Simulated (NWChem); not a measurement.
BBr$_{2}$, doublet; SMILES Br[B]Br

Results from NWChem. Spin-unrestricted. In the optimisation the excess spin sits in a1 (C2v, its own frame). This build's default masses of Se (78.918 u) and Br (79.917 u) are each other's, which moves their modes by up to 0.6 %. No stability test was run on the SCF state. Each level has its own optimisation; frequencies are unscaled.

For level PBE-D3(BJ)/def2-SVP:

| Item | Value |
|---|---|
| highest harmonic frequency (cm⁻¹) | 845 |
| dipole (D) | 0.70 |

Question: What are these values for level UHF/3-21G?

Answer: The highest harmonic frequency (cm⁻¹) is 771. The dipole (D) is 0.16.
